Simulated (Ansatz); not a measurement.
Ansatz (a first-principles code) input (HF/6-31G* with LANL2DZ past Ar): The .json file joins the Basis Set Exchange's 6-31G* for atoms up to Ar and LANL2DZ past it.

Ansatz 0.2 input:
```yaml
crystal:
  periodic: [false, false, false]
  atoms:
    - {symbol: Ge, position_ang: [0.20763807, 0.18257928, -0.21387062]}
    - {symbol: C, position_ang: [-0.94684280, -0.82913387, 0.96858460]}
    - {symbol: H, position_ang: [1.61095395, 0.36089158, 0.39073457]}
    - {symbol: H, position_ang: [0.35543347, -0.54670518, -1.55711369]}
    - {symbol: H, position_ang: [-0.38549590, 1.57678289, -0.46364984]}
    - {symbol: H, position_ang: [-1.54222434, -0.35525659, 1.72980119]}
    - {symbol: H, position_ang: [-1.00202850, -1.90344656, 0.93257996]}
basis:
  gaussian:
    orbitals: 6-31Gs+LANL2DZ.json
hamiltonian:
  xc: {name: HF}
magnetization: {spin_polarized: true, initial_magnetization: 1}
phonons: {temperatures: {t_min: 298.15, t_max: 298.15, t_step: 100}}
```

Output:

```
Functional definition: HF
integrals: 0.00 GiB planned
472 factors; integrals over basis functions are off by at most 3.8e-4 eV
mean field: 0.06 GiB planned
mean field evaluation 1: about -1205.4327 eV, gradient 1.1e1 eV
mean field evaluation 2: about -1205.4319 eV, gradient 1.1e1 eV
mean field evaluation 4: about -1206.4287 eV, gradient 1.4e0 eV
mean field evaluation 8: about -1206.4498 eV, gradient 4.1e-3 eV
mean field -1206.44983155 eV, -44.3362135485 hartree, gradient 1.5e-5 eV, S^2 0.763407; 0 other end points of the search recorded, 0 dependent functions left out
the calculation of the forces begins
reference -1206.44983155 eV, -44.3362135485 hartree; 8, 7 occupied and 25, 26 virtual orbitals, 472 factors
these checks for a lower state are left out or cut short: stability, starts, cluster_reference, orbital_swaps, neighbouring_geometries, increment
integrals: 0.00 GiB planned
472 factors; integrals over basis functions are off by at most 3.8e-4 eV
mean field: 0.06 GiB planned
mean field evaluation 16: about -1206.4497 eV, gradient 1.2e-5 eV
mean field -1206.44974297 eV, -44.3362102932 hartree, gradient 2.2e-6 eV, S^2 0.763449; 0 other end points of the search recorded, 0 dependent functions left out
the calculation of the forces begins
reference -1206.44974297 eV, -44.3362102932 hartree; 8, 7 occupied and 25, 26 virtual orbitals, 472 factors
these checks for a lower state are left out or cut short: stability, starts, cluster_reference, orbital_swaps, neighbouring_geometries, increment
integrals: 0.00 GiB planned
472 factors; integrals over basis functions are off by at most 3.8e-4 eV
mean field: 0.06 GiB planned
mean field -1206.44974159 eV, -44.3362102423 hartree, gradient 2.5e-6 eV, S^2 0.763365; 0 other end points of the search recorded, 0 dependent functions left out
the calculation of the forces begins
reference -1206.44974159 eV, -44.3362102423 hartree; 8, 7 occupied and 25, 26 virtual orbitals, 472 factors
these checks for a lower state are left out or cut short: stability, starts, cluster_reference, orbital_swaps, neighbouring_geometries, increment
integrals: 0.00 GiB planned
472 factors; integrals over basis functions are off by at most 3.8e-4 eV
mean field: 0.06 GiB planned
mean field evaluation 32: about -1206.4497 eV, gradient 1.2e-5 eV
mean field -1206.44974105 eV, -44.3362102224 hartree, gradient 2.2e-6 eV, S^2 0.763417; 0 other end points of the search recorded, 0 dependent functions left out
the calculation of the forces begins
reference -1206.44974105 eV, -44.3362102224 hartree; 8, 7 occupied and 25, 26 virtual orbitals, 472 factors
these checks for a lower state are left out or cut short: stability, starts, cluster_reference, orbital_swaps, neighbouring_geometries, increment
integrals: 0.00 GiB planned
472 factors; integrals over basis functions are off by at most 3.8e-4 eV
mean field: 0.06 GiB planned
mean field -1206.44974088 eV, -44.3362102163 hartree, gradient 2.6e-6 eV, S^2 0.763397; 0 other end points of the search recorded, 0 dependent functions left out
the calculation of the forces begins
reference -1206.44974088 eV, -44.3362102163 hartree; 8, 7 occupied and 25, 26 virtual orbitals, 472 factors
these checks for a lower state are left out or cut short: stability, starts, cluster_reference, orbital_swaps, neighbouring_geometries, increment
integrals: 0.00 GiB planned
472 factors; integrals over basis functions are off by at most 3.8e-4 eV
mean field: 0.06 GiB planned
mean field -1206.44973575 eV, -44.3362100277 hartree, gradient 2.2e-6 eV, S^2 0.763396; 0 other end points of the search recorded, 0 dependent functions left out
the calculation of the forces begins
reference -1206.44973575 eV, -44.3362100277 hartree; 8, 7 occupied and 25, 26 virtual orbitals, 472 factors
these checks for a lower state are left out or cut short: stability, starts, cluster_reference, orbital_swaps, neighbouring_geometries, increment
integrals: 0.00 GiB planned
472 factors; integrals over basis functions are off by at most 3.8e-4 eV
mean field: 0.06 GiB planned
mean field -1206.44973591 eV, -44.3362100338 hartree, gradient 2.2e-6 eV, S^2 0.763418; 0 other end points of the search recorded, 0 dependent functions left out
the calculation of the forces begins
reference -1206.44973591 eV, -44.3362100338 hartree; 8, 7 occupied and 25, 26 virtual orbitals, 472 factors
these checks for a lower state are left out or cut short: stability, starts, cluster_reference, orbital_swaps, neighbouring_geometries, increment
integrals: 0.00 GiB planned
472 factors; integrals over basis functions are off by at most 3.8e-4 eV
mean field: 0.06 GiB planned
mean field evaluation 64: about -1206.4497 eV, gradient 2.2e-6 eV
[...]
mean field evaluation 96: about -1206.4508 eV, gradient 2.4e-5 eV
mean field -1206.44980319 eV, -44.3362125062 hartree, gradient 2.2e-6 eV, S^2 0.763401; 0 other end points of the search recorded, 0 dependent functions left out
the calculation of the forces begins
reference -1206.44980319 eV, -44.3362125062 hartree; 8, 7 occupied and 25, 26 virtual orbitals, 472 factors
these checks for a lower state are left out or cut short: stability, starts, cluster_reference, orbital_swaps, neighbouring_geometries, increment
integrals: 0.00 GiB planned
472 factors; integrals over basis functions are off by at most 3.8e-4 eV
mean field: 0.06 GiB planned
mean field -1206.44982448 eV, -44.3362132886 hartree, gradient 7.8e-6 eV, S^2 0.763409; 0 other end points of the search recorded, 0 dependent functions left out
the calculation of the forces begins
reference -1206.44982448 eV, -44.3362132886 hartree; 8, 7 occupied and 25, 26 virtual orbitals, 472 factors
these checks for a lower state are left out or cut short: stability, starts, cluster_reference, orbital_swaps, neighbouring_geometries, increment
integrals: 0.00 GiB planned
472 factors; integrals over basis functions are off by at most 3.8e-4 eV
mean field: 0.06 GiB planned
mean field -1206.44982435 eV, -44.3362132838 hartree, gradient 7.5e-6 eV, S^2 0.763404; 0 other end points of the search recorded, 0 dependent functions left out
the calculation of the forces begins
reference -1206.44982435 eV, -44.3362132838 hartree; 8, 7 occupied and 25, 26 virtual orbitals, 472 factors
these checks for a lower state are left out or cut short: stability, starts, cluster_reference, orbital_swaps, neighbouring_geometries, increment
integrals: 0.00 GiB planned
472 factors; integrals over basis functions are off by at most 3.8e-4 eV
mean field: 0.06 GiB planned
mean field -1206.44981396 eV, -44.3362129018 hartree, gradient 2.2e-6 eV, S^2 0.763407; 0 other end points of the search recorded, 0 dependent functions left out
the calculation of the forces begins
reference -1206.44981396 eV, -44.3362129018 hartree; 8, 7 occupied and 25, 26 virtual orbitals, 472 factors
these checks for a lower state are left out or cut short: stability, starts, cluster_reference, orbital_swaps, neighbouring_geometries, increment
integrals: 0.00 GiB planned
472 factors; integrals over basis functions are off by at most 3.8e-4 eV
mean field: 0.06 GiB planned
mean field -1206.44981394 eV, -44.3362129013 hartree, gradient 2.2e-6 eV, S^2 0.763407; 0 other end points of the search recorded, 0 dependent functions left out
the calculation of the forces begins
reference -1206.44981394 eV, -44.3362129013 hartree; 8, 7 occupied and 25, 26 virtual orbitals, 472 factors
these checks for a lower state are left out or cut short: stability, starts, cluster_reference, orbital_swaps, neighbouring_geometries, increment
integrals: 0.00 GiB planned
472 factors; integrals over basis functions are off by at most 3.8e-4 eV
mean field: 0.06 GiB planned
mean field evaluation 128: about -1206.4498 eV, gradient 1.2e-5 eV
mean field -1206.44978776 eV, -44.3362119391 hartree, gradient 2.2e-6 eV, S^2 0.763406; 0 other end points of the search recorded, 0 dependent functions left out
the calculation of the forces begins
reference -1206.44978776 eV, -44.3362119391 hartree; 8, 7 occupied and 25, 26 virtual orbitals, 472 factors
these checks for a lower state are left out or cut short: stability, starts, cluster_reference, orbital_swaps, neighbouring_geometries, increment
integrals: 0.00 GiB planned
472 factors; integrals over basis functions are off by at most 3.8e-4 eV
mean field: 0.06 GiB planned
mean field -1206.44978807 eV, -44.3362119507 hartree, gradient 2.2e-6 eV, S^2 0.763407; 0 other end points of the search recorded, 0 dependent functions left out
the calculation of the forces begins
reference -1206.44978807 eV, -44.3362119507 hartree; 8, 7 occupied and 25, 26 virtual orbitals, 472 factors
these checks for a lower state are left out or cut short: stability, starts, cluster_reference, orbital_swaps, neighbouring_geometries, increment
integrals: 0.00 GiB planned
472 factors; integrals over basis functions are off by at most 3.8e-4 eV
mean field: 0.06 GiB planned
mean field -1206.44979194 eV, -44.3362120926 hartree, gradient 2.2e-6 eV, S^2 0.763387; 0 other end points of the search recorded, 0 dependent functions left out
the calculation of the forces begins
reference -1206.44979194 eV, -44.3362120926 hartree; 8, 7 occupied and 25, 26 virtual orbitals, 472 factors
these checks for a lower state are left out or cut short: stability, starts, cluster_reference, orbital_swaps, neighbouring_geometries, increment
integrals: 0.00 GiB planned
472 factors; integrals over basis functions are off by at most 3.8e-4 eV
mean field: 0.06 GiB planned
mean field -1206.44979267 eV, -44.3362121196 hartree, gradient 2.2e-6 eV, S^2 0.763427; 0 other end points of the search recorded, 0 dependent functions left out
the calculation of the forces begins
reference -1206.44979267 eV, -44.3362121196 hartree; 8, 7 occupied and 25, 26 virtual orbitals, 472 factors
these checks for a lower state are left out or cut short: stability, starts, cluster_reference, orbital_swaps, neighbouring_geometries, increment
integrals: 0.00 GiB planned
472 factors; integrals over basis functions are off by at most 3.8e-4 eV
mean field: 0.06 GiB planned
mean field -1206.44979509 eV, -44.3362122085 hartree, gradient 2.2e-6 eV, S^2 0.763422; 0 other end points of the search recorded, 0 dependent functions left out
the calculation of the forces begins
reference -1206.44979509 eV, -44.3362122085 hartree; 8, 7 occupied and 25, 26 virtual orbitals, 472 factors
these checks for a lower state are left out or cut short: stability, starts, cluster_reference, orbital_swaps, neighbouring_geometries, increment
integrals: 0.00 GiB planned
472 factors; integrals over basis functions are off by at most 3.8e-4 eV
mean field: 0.06 GiB planned
mean field evaluation 160: about -1206.4508 eV, gradient 1.5e-5 eV
mean field -1206.44979506 eV, -44.3362122073 hartree, gradient 2.2e-6 eV, S^2 0.763391; 0 other end points of the search recorded, 0 dependent functions left out
the calculation of the forces begins
reference -1206.44979506 eV, -44.3362122073 hartree; 8, 7 occupied and 25, 26 virtual orbitals, 472 factors
these checks for a lower state are left out or cut short: stability, starts, cluster_reference, orbital_swaps, neighbouring_geometries, increment
integrals: 0.00 GiB planned
472 factors; integrals over basis functions are off by at most 3.8e-4 eV
mean field: 0.06 GiB planned
mean field -1206.44977028 eV, -44.3362112969 hartree, gradient 2.2e-6 eV, S^2 0.763430; 0 other end points of the search recorded, 0 dependent functions left out
the calculation of the forces begins
reference -1206.44977028 eV, -44.3362112969 hartree; 8, 7 occupied and 25, 26 virtual orbitals, 472 factors
these checks for a lower state are left out or cut short: stability, starts, cluster_reference, orbital_swaps, neighbouring_geometries, increment
integrals: 0.00 GiB planned
472 factors; integrals over basis functions are off by at most 3.8e-4 eV
mean field: 0.06 GiB planned
mean field -1206.44976918 eV, -44.3362112564 hartree, gradient 2.2e-6 eV, S^2 0.763383; 0 other end points of the search recorded, 0 dependent functions left out
the calculation of the forces begins
reference -1206.44976918 eV, -44.3362112564 hartree; 8, 7 occupied and 25, 26 virtual orbitals, 472 factors
Total energy: -1206.44983155 eV, -44.3362135485 hartree
Atom 0 at     0.207638     0.182579    -0.213871 Å, force     0.000042     0.000130    -0.000223 eV/Å
Atom 1 at    -0.946843    -0.829134     0.968585 Å, force     0.000038     0.000027    -0.000027 eV/Å
Atom 2 at     1.610954     0.360892     0.390735 Å, force     0.000083     0.000012     0.000034 eV/Å
Atom 3 at     0.355433    -0.546705    -1.557114 Å, force     0.000029     0.000001    -0.000018 eV/Å
Atom 4 at    -0.385496     1.576783    -0.463650 Å, force     0.000020     0.000027    -0.000005 eV/Å
Atom 5 at    -1.542224    -0.355257     1.729801 Å, force    -0.000148     0.000021     0.000181 eV/Å
Atom 6 at    -1.002028    -1.903447     0.932580 Å, force    -0.000064    -0.000218     0.000058 eV/Å
Dipole moment:    -0.066255    -0.063378     0.078185 e Å
Vibrations: 40.10 473.58 537.84 632.27 653.87 878.02 935.62 964.14 978.60 1526.78 2173.13 2190.89 2205.60 3311.08 3412.87 cm⁻¹, zero-point energy 1.296525 eV
```

The blocks after the first are displaced geometries, from whose forces the wavenumbers follow.
